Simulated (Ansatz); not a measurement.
Molecule: ethynylsilane, C$_{2}$H$_{4}$Si, charge 0, multiplicity 1. 
Coordinates optimised at B3LYP-D3(BJ)/def2-TZVP (Ansatz, a program for electronic structure):
```xyz
7

C      1.2099     1.5570    -0.0201
C      0.4703     0.6052    -0.0078
Si    -0.6496    -0.8359     0.0108
H      1.8627     2.3970    -0.0310
H     -0.0274    -1.9295     0.7873
H     -0.8900    -1.2872    -1.3765
H     -1.9327    -0.4509     0.6366
```
Charge 0, spin multiplicity 1.

Wanted: atomisation energy (electronic, to ground-state atoms), in kcal/mol. Cores are frozen in the correlated levels unless marked. UHF or UKS for open shells. Spin-orbit coupling is left out. No relativistic terms. The coupled-cluster limit lacks core correlation, which all-electron functionals hold. Basis-set limits of correlation are two-point, X^-3; Hartree-Fock from the larger set (for Q and 5 zeta extrapolated as (X+1)exp(-9√X)). The bracket is a focal-point correction in the basis named.

```json
[
 {"level": "B2PLYP-D4/def2-TZVPD", "program": "Ansatz + dftd4", "atomisation energy (kcal/mol)": "618.2"},
 {"level": "MP2/6-31G*", "program": "Ansatz", "atomisation energy (kcal/mol)": "569.9"},
 {"level": "MP2/aug-cc-pV(D+d)Z", "program": "Ansatz", "atomisation energy (kcal/mol)": "586.4"},
 {"level": "MP2/CBS(cc-pV(T+d)Z,cc-pV(Q+d)Z)", "program": "Ansatz", "atomisation energy (kcal/mol)": "632.2"},
 {"level": "RI-MP2/cc-pV(Q+d)Z", "program": "Ansatz", "atomisation energy (kcal/mol)": "625.6"},
 {"level": "RI-MP2/CBS(cc-pV(T+d)Z,cc-pV(Q+d)Z)+[CCSD(T)-MP2]/cc-pV(D+d)Z", "program": "Ansatz", "atomisation energy (kcal/mol)": "622.9"},
 {"level": "CCSD(T)/CBS(cc-pV(Q+d)Z,cc-pV(5+d)Z)", "program": "Ansatz", "atomisation energy (kcal/mol)": "622.2"}
]
```
